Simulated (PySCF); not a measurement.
Several molecules and their computed UV-vis stick spectra, shuffled. Computed with TDDFT CAM-B3LYP/def2-SVPD, vertical, gas phase, core orbitals frozen in the response in PySCF. Geometries: GFN2-xTB; one conformer of each isolated species. Triplets are in the Tamm–Dancoff approximation.

A. `C(/C(C=C)=C/[SiH2]C#N)#N`
B. `C#CC(=O)O[Si@H](C)F`
C. `CC#CC([SiH3])(C#N)C#N`
D. `C([C@H]1C[SiH2]C(=C1)C#N)#N`
E. `C=CC#C[Si@@H](C#N)N=C`

Lowest singlet levels (six at most, fewer where fewer were computed) with oscillator strengths:

1. 5.73 eV (f 0.017); 6.04 eV (f 0.267); 6.88 eV (f 0.005); 7.11 eV (f 0.003); 7.16 eV (f 0.006); 7.48 eV (f 0.004); T1 3.66 eV
2. 4.92 eV (f 0.000); 5.79 eV (f 0.000); 6.13 eV (f 0.091); 7.12 eV (f 0.000); 7.33 eV (f 0.091); 7.83 eV (f 0.002); T1 4.51 eV
3. 4.05 eV (f 0.000); 5.12 eV (f 0.009); 5.21 eV (f 0.314); 5.63 eV (f 0.007); 5.89 eV (f 0.021); 6.58 eV (f 0.002); T1 3.34 eV
4. 5.11 eV (f 0.501); 6.09 eV (f 0.003); 6.32 eV (f 0.086); 6.48 eV (f 0.003); 6.73 eV (f 0.002); 6.88 eV (f 0.064); T1 2.82 eV
5. 6.33 eV (f 0.001); 6.68 eV (f 0.021); 6.83 eV (f 0.002); 6.94 eV (f 0.008); 7.11 eV (f 0.009); 7.33 eV (f 0.006); T1 5.43 eV

Question: Which spectrum belongs to which structure?

Answer: 1 = D, 2 = B, 3 = E, 4 = A, 5 = C.
- A: S1 at 5.11 eV, HOMO→LUMO (97%); Löwdin shares by element: HOMO carbon 81% or more (atoms not listed hold the other 19%); LUMO carbon 59% or more, silicon 10% (atoms not listed hold the other 31%); HOMO -9.17 and LUMO -1.67 eV.
- B: S1 at 4.92 eV, HOMO→LUMO (96%); Löwdin shares by element: HOMO carbon 52% or more, oxygen 42%; LUMO carbon 63% or more, oxygen 21% or more (atoms not listed hold the other 16%); HOMO -10.02 and LUMO -0.62 eV.
- C: S1 at 6.33 eV, HOMO→LUMO+3 (68%), HOMO→LUMO+5 (17%); Löwdin shares by element: HOMO carbon 79% or more (atoms not listed hold the other 21%); LUMO silicon 37%, hydrogen 28% or more (atoms not listed hold the other 35%); HOMO -9.50 and LUMO 0.26 eV.
- D: S1 at 5.73 eV, HOMO-1→LUMO (77%), HOMO→LUMO (11%); Löwdin shares by element: HOMO carbon 60% or more, nitrogen 20% or more (atoms not listed hold the other 20%); LUMO carbon 65% or more, nitrogen 12% or more (atoms not listed hold the other 22%); HOMO -9.78 and LUMO -0.99 eV.
- E: S1 at 4.05 eV, HOMO→LUMO+1 (52%), HOMO-1→LUMO+1 (44%); Löwdin shares by element: HOMO carbon 44% or more, nitrogen 27% or more (atoms not listed hold the other 29%); LUMO carbon 70% or more (atoms not listed hold the other 30%); HOMO -8.73 and LUMO -0.75 eV.
